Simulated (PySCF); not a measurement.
**How methods differ on the ionisation energy of In²⁶⁺**

In²⁶⁺ [Ar] 3d5 (6S) → In²⁷⁺ [Ar] 3d4 (5D), as a difference of total energies. Computed with PySCF 2.14 in an even-tempered Gaussian basis (19 s from 3.1 bohr⁻², ratio 2.5; 12 p from 4.1 bohr⁻², ratio 2.5; 8 d from 4.1 bohr⁻², ratio 2.5; 4 f from 17 bohr⁻², ratio 2.7; 3 g from 26 bohr⁻², ratio 2.7), with scalar relativity by spin-free X2C-1e. Correlated levels: outer shells: [Ne] frozen; virtual orbitals above 40 to 60 times the deepest correlated orbital energy dropped. The calculations carry no spin-orbit coupling.

```json
{"method": "UHF", "ionisation energy (eV)": "1422.9"}
{"method": "LDA", "ionisation energy (eV)": "1421.6"}
{"method": "PBE", "ionisation energy (eV)": "1421.0"}
{"method": "PBE0", "ionisation energy (eV)": "1421.9"}
{"method": "r2SCAN", "ionisation energy (eV)": "1422.3"}
{"method": "BP86", "ionisation energy (eV)": "1421.0"}
{"method": "PBEsol", "ionisation energy (eV)": "1421.1"}
{"method": "MP2 (outer shells)", "ionisation energy (eV)": "1423.4"}
{"method": "SCS-MP2 (outer shells)", "ionisation energy (eV)": "1422.9"}
```

A first-order spin-orbit estimate (lowest level to lowest level, LS coupling) adds -5.640 eV.

Breit and QED terms and the two-electron picture change are absent.

For comparison: 1413 ± 4 eV (theoretical estimate listed by NIST; NIST Atomic Spectra Database, ionization energies).
